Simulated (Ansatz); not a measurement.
| atom | x (Å) | y (Å) | z (Å) |
| --- | --- | --- | --- |
| C | -0.6950 | 1.2038 | 0.0000 |
| C | 1.3900 | 0.0000 | 0.0000 |
| H | -2.4800 | 0.0000 | 0.0000 |
| H | -1.2400 | -2.1477 | 0.0000 |
| H | 1.2400 | -2.1477 | 0.0000 |
| H | 1.2400 | 2.1477 | 0.0000 |
| C | 0.6950 | -1.2038 | 0.0000 |
| H | 2.4800 | 0.0000 | 0.0000 |
| C | -1.3900 | 0.0000 | 0.0000 |
| C | -0.6950 | -1.2038 | 0.0000 |
| H | -1.2400 | 2.1477 | 0.0000 |
| C | 0.6950 | 1.2038 | 0.0000 |

Basis set: STO-3G (spherical functions). Frozen core: 6 orbitals. Charge 0, multiplicity 1.

Computed with Ansatz (development build ahead of 0.2.0); each method stands on the lowest determinant of its kind that the runs found. Restricted open shells among the atoms or ions are ROHF, correlated in semicanonical orbitals with singles.

The atomization energy at this shape (free ground-state atoms in the same class of orbitals less the molecule, no zero-point energy) of singlet C₆H₆:

| method | atomization energy |
| --- | --- |
| RHF-MP2 | 1373.63 kcal/mol |

Q: What does RHF give?

A: 1193.00 kcal/mol.

This basis has no polarisation functions and is too small for such energies, which can lie far from measured ones in either direction.
